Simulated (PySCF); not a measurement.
CH₄F₂Ge. Atoms are numbered in the order given.

```xyz
8

Ge     0.0470    -0.2798     0.0000
C     -1.8030     0.3015     0.0000
F      0.8559     0.4268    -1.3860
F      0.8559     0.4268     1.3860
H      0.3773    -1.7908     0.0000
H     -2.3184    -0.0785    -0.9030
H     -2.3184    -0.0785     0.9030
H     -1.8335     1.4078     0.0000
```

Geometry optimised at PBE-D3(BJ)/def2-SVP.

Level of theory: PBE-D3(BJ)/def2-SVP in PySCF.

Frequencies are harmonic and unscaled.

| mode | ν (cm⁻¹) | IR (km/mol) | moving atoms (share of kinetic energy) |
|---|---|---|---|
| 1 | 70 | 0.1 | H 97 % |
| 2 | 172 | 0.4 | F 40 %, C 28 %, H 22 %, Ge 10 % |
| 3 | 204 | 15.1 | F 50 %, Ge 18 %, C 16 %, H 16 % |
| 4 | 236 | 15.3 | F 72 %, Ge 23 % |
| 5 | 599 | 2.9 | C 60 %, H 24 %, Ge 9 % |
| 6 | 653 | 96.3 | H 81 %, Ge 9 % |
| 7 | 690 | 27.2 | H 85 % |
| 8 | 693 | 46.8 | F 77 %, Ge 17 % |
| 9 | 704 | 41.6 | F 71 %, Ge 18 %, H 10 % |
| 10 | 797 | 67.6 | H 78 %, C 16 % |
| 11 | 814 | 46.3 | H 82 %, C 16 % |
| 12 | 1208 | 12.3 | H 80 %, C 20 % |
| 13 | 1377 | 5.7 | H 96 % |
| 14 | 1377 | 4.2 | H 96 % |
| 15 | 2110 | 114.7 | H 99 % |
| 16 | 2993 | 0.1 | H 97 % |
| 17 | 3105 | 0.3 | H 90 %, C 10 % |
| 18 | 3111 | 0.1 | H 90 %, C 10 % |
